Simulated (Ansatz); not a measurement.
Isolated molecules relaxed with PBE0-D4/def2-TZVP in Ansatz; ΔE leaves out vibrations. CCSD(T)/CBS adds triple-zeta CCSD(T) − MP2 to the extrapolated MP2 energy (def2 sets, frozen cores). This one scheme is used for every species. Functionals use def2-TZVPP. B3LYP here is the variant with VWN-RPA as its local correlation; programs differ in this. HSE06 is defined as in plane-wave codes. def2 core potentials past Kr. For Sb outer-core shells are correlated without core-valence functions, which leaves a few kJ/mol of doubt a bond. One conformer a species, not always the lowest.

`[CH3][SbH][SH]` + H–F → `[F][SbH][SH]` + CH₄  (ligand exchange at the Sb–C bond)

`[CH3][SbH][SH]`:

Z-matrix (Å, degrees):
```
C
Sb 1 2.155
H 1 1.089 2 110.7
H 1 1.090 2 108.5 3 120.4
H 1 1.092 2 108.9 3 -120.6
S 2 2.429 1 97.3 3 -49.3
H 2 1.715 1 93.2 3 46.7
H 6 1.343 2 96.2 1 49.8
```

H–F:

Z-matrix (Å, degrees):
```
F
H 1 0.920
```

`[F][SbH][SH]`:

Z-matrix (Å, degrees):
```
Sb
F 1 1.921
S 1 2.405 2 99.0
H 1 1.717 2 92.0 3 -93.9
H 3 1.342 1 95.7 2 -67.3
```

CH₄:

Cartesian coordinates in Å:
```
C 0.000 0.000 0.000
H 0.313 -0.746 -0.730
H -0.622 0.749 -0.489
H 0.879 0.481 0.428
H -0.570 -0.484 0.792
```

```json
{"level": "LDA (SPW92)", "ΔE (kJ/mol)": "-70.9", "difference from CCSD(T)/CBS": "-6.0"}
{"level": "PBE-D4", "ΔE (kJ/mol)": "-77.6", "difference from CCSD(T)/CBS": "-12.7"}
{"level": "revPBE-D4", "ΔE (kJ/mol)": "-75.1", "difference from CCSD(T)/CBS": "-10.2"}
{"level": "BLYP-D4", "ΔE (kJ/mol)": "-89.3", "difference from CCSD(T)/CBS": "-24.4"}
{"level": "r2SCAN-D4", "ΔE (kJ/mol)": "-82.8", "difference from CCSD(T)/CBS": "-17.9"}
{"level": "B97M-V", "ΔE (kJ/mol)": "-96.4", "difference from CCSD(T)/CBS": "-31.5"}
{"level": "PBE0-D4", "ΔE (kJ/mol)": "-68.3", "difference from CCSD(T)/CBS": "-3.4"}
{"level": "r2SCANh-D4", "ΔE (kJ/mol)": "-78.4", "difference from CCSD(T)/CBS": "-13.5"}
{"level": "r2SCAN0-D4", "ΔE (kJ/mol)": "-72.3", "difference from CCSD(T)/CBS": "-7.4"}
{"level": "HSE06-D4", "ΔE (kJ/mol)": "-67.8", "difference from CCSD(T)/CBS": "-2.9"}
{"level": "BHLYP-D4", "ΔE (kJ/mol)": "-77.1", "difference from CCSD(T)/CBS": "-12.2"}
{"level": "ωB97X-V", "ΔE (kJ/mol)": "-79.4", "difference from CCSD(T)/CBS": "-14.5"}
{"level": "ωB97M-V", "ΔE (kJ/mol)": "-75.4", "difference from CCSD(T)/CBS": "-10.5"}
{"level": "B2PLYP", "ΔE (kJ/mol)": "-79.1", "difference from CCSD(T)/CBS": "-14.2"}
{"level": "PBE-QIDH", "ΔE (kJ/mol)": "-61.6", "difference from CCSD(T)/CBS": "3.3"}
{"level": "PBE", "ΔE (kJ/mol)": "-82.3", "difference from CCSD(T)/CBS": "-17.4"}
{"level": "revPBE", "ΔE (kJ/mol)": "-84.8", "difference from CCSD(T)/CBS": "-19.9"}
{"level": "BLYP", "ΔE (kJ/mol)": "-98.8", "difference from CCSD(T)/CBS": "-33.9"}
{"level": "r2SCAN", "ΔE (kJ/mol)": "-84.0", "difference from CCSD(T)/CBS": "-19.1"}
{"level": "PBE0", "ΔE (kJ/mol)": "-72.4", "difference from CCSD(T)/CBS": "-7.5"}
{"level": "B3LYP", "ΔE (kJ/mol)": "-89.7", "difference from CCSD(T)/CBS": "-24.8"}
{"level": "r2SCANh", "ΔE (kJ/mol)": "-79.7", "difference from CCSD(T)/CBS": "-14.8"}
{"level": "r2SCAN0", "ΔE (kJ/mol)": "-73.8", "difference from CCSD(T)/CBS": "-8.9"}
{"level": "HSE06", "ΔE (kJ/mol)": "-71.7", "difference from CCSD(T)/CBS": "-6.8"}
{"level": "BHLYP", "ΔE (kJ/mol)": "-83.9", "difference from CCSD(T)/CBS": "-19.0"}
{"level": "CAM-B3LYP", "ΔE (kJ/mol)": "-88.8", "difference from CCSD(T)/CBS": "-23.9"}
{"level": "HF/def2-SVP", "ΔE (kJ/mol)": "-75.4", "difference from CCSD(T)/CBS": "-10.5"}
{"level": "MP2/def2-SVP", "ΔE (kJ/mol)": "-66.9", "difference from CCSD(T)/CBS": "-2.0"}
{"level": "CCSD/def2-SVP", "ΔE (kJ/mol)": "-69.5", "difference from CCSD(T)/CBS": "-4.6"}
{"level": "CCSD(T)/def2-SVP", "ΔE (kJ/mol)": "-69.2", "difference from CCSD(T)/CBS": "-4.3"}
{"level": "HF/def2-TZVPP", "ΔE (kJ/mol)": "-81.5", "difference from CCSD(T)/CBS": "-16.6"}
{"level": "MP2/def2-TZVPP", "ΔE (kJ/mol)": "-53.7", "difference from CCSD(T)/CBS": "11.2"}
{"level": "SCS-MP2/def2-TZVPP", "ΔE (kJ/mol)": "-63.0", "difference from CCSD(T)/CBS": "1.9"}
{"level": "CCSD/def2-TZVPP", "ΔE (kJ/mol)": "-60.2", "difference from CCSD(T)/CBS": "4.7"}
{"level": "CCSD(T)/def2-TZVPP", "ΔE (kJ/mol)": "-58.9", "difference from CCSD(T)/CBS": "6.0"}
{"level": "HF/def2-QZVPP", "ΔE (kJ/mol)": "-86.6", "difference from CCSD(T)/CBS": "-21.7"}
{"level": "MP2/def2-QZVPP", "ΔE (kJ/mol)": "-58.9", "difference from CCSD(T)/CBS": "6.0"}
{"level": "SCS-MP2/def2-QZVPP", "ΔE (kJ/mol)": "-67.8", "difference from CCSD(T)/CBS": "-2.9"}
{"level": "HF/CBS(def2)", "ΔE (kJ/mol)": "-87.3", "difference from CCSD(T)/CBS": "-22.4"}
{"level": "MP2/CBS(def2)", "ΔE (kJ/mol)": "-59.6", "difference from CCSD(T)/CBS": "5.3"}
{"level": "CCSD(T)/CBS", "ΔE (kJ/mol)": "-64.9", "difference from CCSD(T)/CBS": "0"}
```

Largest T1 diagnostic among the species: 0.014.

In def2-TZVPP, CCSD(T) changes the Hartree–Fock value by +22.5 kJ/mol (the triples alone add +1.3 kJ/mol) and MP2 by +27.8 kJ/mol. From BLYP to BHLYP (50 % exact exchange), in def2-TZVPP and without D4, ΔE moves by +15.0 kJ/mol. Leaving LDA and LC-ωPBE aside and taking each functional with its dispersion term where it has one, the values spread over 34.8 kJ/mol, from B97M-V to PBE-QIDH. LDA lies +11.4 kJ/mol from PBE without D4.
